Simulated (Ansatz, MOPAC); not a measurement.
System: Si2N2H9, net charge 1, singlet state. SMILES: N[SiH2][NH2+][SiH3]

Atoms: N1, Si2, N3, Si4, H5, H6, H7, H8, H9, H10, H11, H12, H13. Bonds: N1-Si2, N1-H5, N1-H6, Si2-N3, Si2-H7, Si2-H8, N3-Si4, N3-H9, N3-H10, Si4-H11, Si4-H12, Si4-H13.

Bond lengths (Å) and angles (degrees) optimised at PM3 with MOPAC; PM6 with MOPAC; PM7 with MOPAC; MNDO with MOPAC; PBE/6-31G* with Ansatz (a quantum-chemistry and plane-wave program); B3LYP/6-31G* with Ansatz, each started from the B3LYP-D3(BJ)/def2-TZVP structure (Ansatz) of the last column. A row stands for all coordinates that are equal there; 11 of 30 kinds are shown. 6-31G* holds six Cartesian d functions. No wavenumbers were computed at MNDO, PBE/6-31G*, so these may be saddle points.

```csv
coordinate,PM3,PM6,PM7,MNDO,PBE/6-31G*,B3LYP/6-31G*,B3LYP-D3(BJ)/def2-TZVP
N1-Si2,1.748,1.704,1.719,1.678,1.696,1.688,1.676
N1-H5,0.997,1.019,1.019,0.991,1.020,1.013,1.009
Si2-N3,1.873,1.903,1.947,1.888,1.938,1.928,1.903
Si2-H7,1.483 to 1.491,1.458 to 1.471,1.457 to 1.461,1.363 to 1.371,1.486,1.473,1.468
Si2-H8,1.489,1.457,1.461,1.370,1.485,1.471,1.467
N3-Si4,1.851,1.925,1.909,1.859,1.894,1.887,1.869
N3-H9,1.011,1.051,1.069,1.013,1.035,1.028,1.023
N3-H10,1.010,1.051,1.069,1.012,1.034,1.027,1.022
N1-Si2-N3,101.4,112.2,105.0,103.9,110.2,109.7,109.9
Si2-N3-Si4,104.9,112.6,121.6,118.2,115.5,117.1,115.6
Si2-N1-H5,120.3,126.1,123.8,124.3,122.9,123.0,123.4
```

A range marks coordinates that this level makes unequal.

Mean signed difference of all 12 bond lengths from B3LYP-D3(BJ)/def2-TZVP: PM3 0.006 Å, PM6 0.013 Å, PM7 0.016 Å, MNDO -0.049 Å, PBE/6-31G* 0.018 Å, B3LYP/6-31G* 0.008 Å.
